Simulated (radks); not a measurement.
Coulomb parameter of the 3d shell of neutral iron in the model configuration [Ar] 3d6.5 4s1.5, as a second difference U = [E(n + 0.5) + E(n - 0.5) - 2 E(n)] / (0.5)^2 with all orbitals relaxed. "Bare": the charge of the atom changes with n. "Screened": the 4s shell takes up the change at fixed total charge, which measures U(3d,3d) + U(4s,4s) - 2 U(3d,4s). Calculated with a radial shooting solver on a logarithmic mesh with Libxc functionals: Dirac Kohn-Sham, PBE, spin-unpolarised, spherical densities, finite nucleus; open shells are shared between the two j in proportion to 2j + 1; Fermi nuclear charge, rms radius 3.7377 fm.

case              configuration  E - E(n) (eV)
start          [Ar] 3d6.5 4s1.5          0.000
bare +0.5        [Ar] 3d7 4s1.5         -1.477
bare -0.5        [Ar] 3d6 4s1.5          4.211
screened +0.5      [Ar] 3d7 4s1         -0.064
screened -0.5      [Ar] 3d6 4s2          0.727

U(bare) = 10.939 eV, U(screened by 4s) = 2.654 eV. The step up makes a negative ion, whose loosely bound charge lowers the bare value.
